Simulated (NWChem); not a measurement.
Everything below was run with NWChem. System: hydrogen iodide (HI), charge 0, spin multiplicity 1, at a geometry optimised with PBE/def2-SVP with def2 effective core potentials on I. Level: EOM-CCSD/def2-SVPD with def2 effective core potentials on I, 4 core orbitals frozen.

Job file:

```
start mol
memory heap 100 mb stack 700 mb global 1900 mb
geometry units angstroms nocenter noautoz
  I      0.000000     0.000000     0.030237
  H      0.000000     0.000000    -1.602562
  symmetry group C2v
end
basis spherical
  * library def2-svpd
end
ecp
  I library def2-ecp
end
scf
  rhf
  nopen 0
  maxiter 100
  thresh 1e-7
  semidirect memsize 60000000 filesize 0
end
tce
  freeze core 4
  ccsd
  nroots 1
  2eorb
  2emet 13
  thresh 1e-5
  maxiter 200
  tilesize 24
end
task tce energy
```

NWChem printed:

```
             Northwest Computational Chemistry Package (NWChem) 7.3.0
             --------------------------------------------------------

                                NWChem Input Module
                                -------------------

 Scaling coordinates for geometry "geometry" by  1.889725989
 (inverse scale =  0.529177249)

 Turning off AUTOSYM since
 SYMMETRY directive was detected!

                             Geometry "geometry" -> ""
                             -------------------------

 Output coordinates in angstroms (scale by  1.889725989 to convert to a.u.)

  No.       Tag          Charge          X              Y              Z
 ---- ---------------- ---------- -------------- -------------- --------------
    1 I                   53.0000     0.00000000     0.00000000     0.03023700
    2 H                    1.0000     0.00000000     0.00000000    -1.60256200

 Effective nuclear repulsion energy (a.u.)      17.1768810472

            Nuclear Dipole moment (a.u.)
            ----------------------------
        X                 Y               Z
 ---------------- ---------------- ----------------
     0.0000000000     0.0000000000    -0.0000018897

      Symmetry information
      --------------------

 Group name             C2v
 Group number             16
 Group order               4
 No. of unique centers     2

      Symmetry unique atoms

     1    2


 Summary of "ao basis" -> "" (spherical)
 ------------------------------------------------------------------------------
       Tag                 Description            Shells   Functions and Types
 ---------------- ------------------------------  ------  ---------------------
 *                         def2-svpd                  on all atoms

 Summary of "ao basis" -> "ao basis" (spherical)
 ------------------------------------------------------------------------------
       Tag                 Description            Shells   Functions and Types
 ---------------- ------------------------------  ------  ---------------------
 I                         def2-svpd                13       35   5s5p3d
 H                         def2-svpd                 4        8   2s2p

                                 NWChem SCF Module
                                 -----------------

  ao basis        = "ao basis"
  functions       =    43
  atoms           =     2
  closed shells   =    13
  open shells     =     0
  charge          =   0.00
  wavefunction    = RHF
  use symmetry    = T
  symmetry adapt  = T

 Summary of "ao basis" -> "ao basis" (spherical)
 ------------------------------------------------------------------------------
       Tag                 Description            Shells   Functions and Types
 ---------------- ------------------------------  ------  ---------------------
 I                         def2-svpd                13       35   5s5p3d
 H                         def2-svpd                 4        8   2s2p

      Symmetry analysis of basis
      --------------------------

        a1         20
        a2          3
        b1         10
        b2         10

 Forming initial guess at       0.1s

      Superposition of Atomic Density Guess
      -------------------------------------

 Sum of atomic energies:        -347.62593174

      Non-variational initial energy
      ------------------------------

 Total energy =    -297.159379
 1-e energy   =    -533.861764
 2-e energy   =     228.600083
 HOMO         =      -0.353461
 LUMO         =       0.020700

      Symmetry analysis of molecular orbitals - initial
      -------------------------------------------------

 !! scf_movecs_sym_adapt:   26 vectors were symmetry contaminated

  Symmetry fudging

 !! scf_movecs_sym_adapt:   26 vectors were symmetry contaminated

  Numbering of irreducible representations:

     1 a1          2 a2          3 b1          4 b2

  Orbital symmetries:

     1 a1          2 a1          3 b2          4 b1          5 a1
     6 b2          7 b1          8 a2          9 a1         10 a1
    11 a1         12 b1         13 b2         14 a1         15 a1
    16 b1         17 b2         18 a1         19 b1         20 b2
    21 a1         22 a2         23 a1

 Starting SCF solution at       0.2s

 ----------------------------------------------
         Quadratically convergent ROHF

 Convergence threshold     :          1.000E-07
 Maximum no. of iterations :          100
 Final Fock-matrix accuracy:          1.000E-09
 ----------------------------------------------

              iter       energy          gnorm     gmax       time
             ----- ------------------- --------- --------- --------
                 1     -297.2183591093  3.28D-01  1.72D-01      0.2
                 2     -297.2311751766  1.23D-01  5.25D-02      0.2
                 3     -297.2328527159  6.45D-03  1.54D-03      0.2
                 4     -297.2328585486  1.57D-05  6.66D-06      0.2
                 5     -297.2328585486  3.27D-09  1.30D-09      0.2

       Final RHF  results
       ------------------

         Total SCF energy =   -297.232858548577
      One-electron energy =   -534.179260205162
      Two-electron energy =    228.844099275831
 Nuclear repulsion energy =      8.102302380754

        Time for solution =      0.0s

       Symmetry analysis of molecular orbitals - final
       -----------------------------------------------

  Numbering of irreducible representations:

     1 a1          2 a2          3 b1          4 b2

  Orbital symmetries:

     1 a1          2 a1          3 b2          4 b1          5 a1
     6 b1          7 b2          8 a2          9 a1         10 a1
[...]
    6   0.0001834889833  -0.1504737762266     0.2     0.2
    7   0.0000672668278  -0.1504716957264     0.2     0.2
    8   0.0000309745565  -0.1504722743495     0.1     0.1
    9   0.0000155075179  -0.1504722322765     0.2     0.2
   10   0.0000078762662  -0.1504723394871     0.2     0.2
 -----------------------------------------------------------------
 Iterations converged
 CCSD correlation energy / hartree =        -0.150472339487145
 CCSD total energy / hartree       =      -297.383330888064506

 Singles contributions

 Doubles contributions

 Ground-state symmetry is a1

 =========================================
 Excited-state calculation ( a1  symmetry)
 =========================================
 Dim. of EOMCC iter. space      500

 EOMCCSD SOLVER TYPE  1
  maxdiff =   0.47979300833803096

 No. of initial right vectors    2

 EOM-CCSD right-hand side iterations
 --------------------------------------------------------------
      Residuum       Omega / hartree  Omega / eV    Cpu    Wall
 --------------------------------------------------------------

 Iteration   1 using    2 trial vectors
   0.3158230840281   0.3619136057066    9.84817     0.6     0.6

 Iteration   2 using    3 trial vectors
   0.0709987571083   0.3130830624266    8.51943     0.2     0.2

 Iteration   3 using    4 trial vectors
   0.0225708154231   0.3113101206922    8.47118     0.2     0.2

 Iteration   4 using    5 trial vectors
   0.0097924625404   0.3110445199238    8.46396     0.2     0.2

 Iteration   5 using    6 trial vectors
   0.0073365128228   0.3109510238117    8.46141     0.2     0.2

 Iteration   6 using    7 trial vectors
   0.0069295786791   0.3108585330661    8.45889     0.2     0.2

 Iteration   7 using    8 trial vectors
   0.0060649285788   0.3108003157318    8.45731     0.2     0.2

 Iteration   8 using    9 trial vectors
   0.0035341047122   0.3108037530682    8.45740     0.2     0.2

 Iteration   9 using   10 trial vectors
   0.0013560772206   0.3108010561640    8.45733     0.2     0.2

 Iteration  10 using   11 trial vectors
   0.0004864205065   0.3107919805673    8.45708     0.2     0.2

 Iteration  11 using   12 trial vectors
   0.0001589629136   0.3107914958130    8.45707     0.2     0.2

 Iteration  12 using   13 trial vectors
   0.0000599614767   0.3107928027298    8.45711     0.2     0.2

 Iteration  13 using   14 trial vectors
   0.0000255478341   0.3107930695246    8.45711     0.2     0.2

 Iteration  14 using   15 trial vectors
   0.0000094048133   0.3107930229569    8.45711     0.2     0.2
 --------------------------------------------------------------
 Iterations converged
 ------------------

 Excited state root  1
 Excitation energy / hartree =        0.310793022956852
                   / eV      =        8.457112052795290
 largest EOMCCSD amplitudes: R1 and R2

 Singles contributions
    17b1  (alpha) ---    12b1  (alpha)        0.6737436241
    16b2  (alpha) ---    13b2  (alpha)       -0.6737436241

 Doubles contributions

 =========================================
 Excited-state calculation ( a2  symmetry)
 =========================================
 Dim. of EOMCC iter. space      500

 EOMCCSD SOLVER TYPE  1
  maxdiff =   0.47979300833803523

 No. of initial right vectors    2

 EOM-CCSD right-hand side iterations
 --------------------------------------------------------------
      Residuum       Omega / hartree  Omega / eV    Cpu    Wall
 --------------------------------------------------------------

 Iteration   1 using    2 trial vectors
   0.3175236889818   0.3619136057066    9.84817     0.6     0.6

 Iteration   2 using    3 trial vectors
   0.0700826132992   0.3129393911975    8.51552     0.2     0.2

 Iteration   3 using    4 trial vectors
   0.0228759836052   0.3113794086921    8.47307     0.3     0.3

 Iteration   4 using    5 trial vectors
   0.0098051095027   0.3110560387863    8.46427     0.3     0.3

 Iteration   5 using    6 trial vectors
   0.0073969240265   0.3109295021053    8.46083     0.3     0.3

 Iteration   6 using    7 trial vectors
   0.0069139767035   0.3108608583961    8.45896     0.3     0.3

 Iteration   7 using    8 trial vectors
   0.0061212732246   0.3108213514713    8.45788     0.3     0.3

 Iteration   8 using    9 trial vectors
   0.0035414834486   0.3108031700670    8.45739     0.2     0.2

 Iteration   9 using   10 trial vectors
   0.0013611294534   0.3107960104007    8.45719     0.3     0.3

 Iteration  10 using   11 trial vectors
   0.0004919479720   0.3107914295044    8.45707     0.3     0.3

 Iteration  11 using   12 trial vectors
   0.0001592276785   0.3107919299938    8.45708     0.3     0.3

 Iteration  12 using   13 trial vectors
   0.0000602560438   0.3107929332486    8.45711     0.2     0.2

 Iteration  13 using   14 trial vectors
   0.0000254345797   0.3107930375866    8.45711     0.3     0.3

 Iteration  14 using   15 trial vectors
   0.0000094267571   0.3107930005665    8.45711     0.2     0.2
 --------------------------------------------------------------
 Iterations converged
 ------------------

 Excited state root  1
 Excitation energy / hartree =        0.310793000566527
                   / eV      =        8.457111443523296
 largest EOMCCSD amplitudes: R1 and R2

 Singles contributions
    17b1  (alpha) ---    13b2  (alpha)       -0.6730229293
    16b2  (alpha) ---    12b1  (alpha)       -0.6730229293

 Doubles contributions

 =========================================
 Excited-state calculation ( b1  symmetry)
 =========================================
 Dim. of EOMCC iter. space      500

 EOMCCSD SOLVER TYPE  1
  maxdiff =   0.45354061946519308

 No. of initial right vectors    1

 EOM-CCSD right-hand side iterations
 --------------------------------------------------------------
      Residuum       Omega / hartree  Omega / eV    Cpu    Wall
 --------------------------------------------------------------

 Iteration   1 using    1 trial vectors
   0.3885598619712   0.2842896197444    7.73592     0.4     0.4

 Iteration   2 using    2 trial vectors
   0.1004773137410   0.2186332180500    5.94932     0.3     0.3

 Iteration   3 using    3 trial vectors
   0.0742107098118   0.2101723092846    5.71908     0.3     0.3

 Iteration   4 using    4 trial vectors
   0.0373920274125   0.2059468246171    5.60410     0.3     0.3

 Iteration   5 using    5 trial vectors
   0.0216530450403   0.2042162347378    5.55701     0.3     0.3

 Iteration   6 using    6 trial vectors
   0.0103619821637   0.2038144934013    5.54608     0.3     0.3

 Iteration   7 using    7 trial vectors
   0.0040674339938   0.2037643781227    5.54471     0.4     0.4

 Iteration   8 using    8 trial vectors
   0.0017592904587   0.2037513049735    5.54436     0.4     0.4

 Iteration   9 using    9 trial vectors
   0.0010676573911   0.2037477299968    5.54426     0.3     0.3

 Iteration  10 using   10 trial vectors
   0.0005114725266   0.2037472089445    5.54425     0.3     0.3

 Iteration  11 using   11 trial vectors
   0.0001907955752   0.2037484636698    5.54428     0.3     0.3

 Iteration  12 using   12 trial vectors
   0.0000606793163   0.2037496554305    5.54431     0.3     0.3

 Iteration  13 using   13 trial vectors
   0.0000186197672   0.2037496784813    5.54431     0.3     0.3

 Iteration  14 using   14 trial vectors
   0.0000051045218   0.2037496471057    5.54431     0.3     0.3
 --------------------------------------------------------------
 Iterations converged
 ------------------

 Excited state root  1
 Excitation energy / hartree =        0.203749647105744
                   / eV      =        5.544312352629623
 largest EOMCCSD amplitudes: R1 and R2

 Singles contributions
    14a1  (alpha) ---    12b1  (alpha)       -0.8652775343
    18a1  (alpha) ---    12b1  (alpha)        0.3305759546
    23a1  (alpha) ---    12b1  (alpha)       -0.1590471504

 Doubles contributions

 =========================================
 Excited-state calculation ( b2  symmetry)
 =========================================
 Dim. of EOMCC iter. space      500

 EOMCCSD SOLVER TYPE  1
  maxdiff =   0.45354061946518825

 No. of initial right vectors    1

 EOM-CCSD right-hand side iterations
 --------------------------------------------------------------
      Residuum       Omega / hartree  Omega / eV    Cpu    Wall
 --------------------------------------------------------------

 Iteration   1 using    1 trial vectors
   0.3885598619712   0.2842896197444    7.73592     0.4     0.4

 Iteration   2 using    2 trial vectors
   0.1004773137410   0.2186332180500    5.94932     0.2     0.2

 Iteration   3 using    3 trial vectors
   0.0742107098118   0.2101723092846    5.71908     0.3     0.3

 Iteration   4 using    4 trial vectors
   0.0373920274125   0.2059468246171    5.60410     0.3     0.3

 Iteration   5 using    5 trial vectors
   0.0216530450403   0.2042162347378    5.55701     0.3     0.3

 Iteration   6 using    6 trial vectors
   0.0103619821637   0.2038144934013    5.54608     0.3     0.3

 Iteration   7 using    7 trial vectors
   0.0040674339938   0.2037643781227    5.54471     0.3     0.3

 Iteration   8 using    8 trial vectors
   0.0017592904587   0.2037513049735    5.54436     0.3     0.3

 Iteration   9 using    9 trial vectors
   0.0010676573911   0.2037477299968    5.54426     0.3     0.3

 Iteration  10 using   10 trial vectors
   0.0005114725266   0.2037472089445    5.54425     0.2     0.2

 Iteration  11 using   11 trial vectors
   0.0001907955752   0.2037484636698    5.54428     0.2     0.2

 Iteration  12 using   12 trial vectors
   0.0000606793163   0.2037496554305    5.54431     0.2     0.2

 Iteration  13 using   13 trial vectors
   0.0000186197672   0.2037496784813    5.54431     0.2     0.2

 Iteration  14 using   14 trial vectors
   0.0000051045218   0.2037496471057    5.54431     0.2     0.2
 --------------------------------------------------------------
 Iterations converged
 ------------------

 Excited state root  1
 Excitation energy / hartree =        0.203749647105738
                   / eV      =        5.544312352629461
 largest EOMCCSD amplitudes: R1 and R2

 Singles contributions
    14a1  (alpha) ---    13b2  (alpha)       -0.8652775343
    18a1  (alpha) ---    13b2  (alpha)        0.3305759546
    23a1  (alpha) ---    13b2  (alpha)       -0.1590471504

 Doubles contributions

 Task  times  cpu:       19.2s     wall:       19.2s

 Total times  cpu:       19.2s     wall:       19.2s
```
